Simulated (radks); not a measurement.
Results of a calculation; reference values are marked as such.
Q: Level of theory: non-relativistic Kohn-Sham, LB94 model potential, spin-polarised, spherical densities, point nucleus; open shells are filled with parallel spins first (spin-orbit coupling, left out, can overturn this in heavy ions) (a radial shooting solver on a logarithmic mesh with Libxc functionals). Response by self-consistent Sternheimer equations with the Hartree and adiabatic LDA kernel. For heavy and open-shell atoms this level of theory can miss by tens of per cent. Rank In, P3+, As, P, Cu2+, V3+ (NIST ground configurations) by static dipole polarisability, largest first.

A: In 53.69, As 31.17, P 27.55, P3+ 6.260, Cu2+ 2.686, V3+ 2.196 bohr^3.
